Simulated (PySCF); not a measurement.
C2H7ClOSi, SMILES OCC[SiH2]Cl.

The structure is a stationary point at B3LYP-D3(BJ)/def2-SVP. One conformer was computed; it need not be the lowest.

The numbers are results of M06-2X/def2-TZVP run with PySCF, not measurements.

Isolated molecule, no solvent.

- total energy: -905.36696 hartree
- highest occupied level: -9.54 eV
- lowest empty level: 0.94 eV
- orbital gap: 10.48 eV
- dipole moment: 2.47 D
- quadrupole, principal values (traceless, Buckingham form, about the centre of nuclear charge): -10.91, 3.58, 7.32 D·Å
- mean static polarisability: 65.1 bohr³ (9.65 Å³)
- polarisability, principal values: 56.6, 61.0, 77.9 bohr³
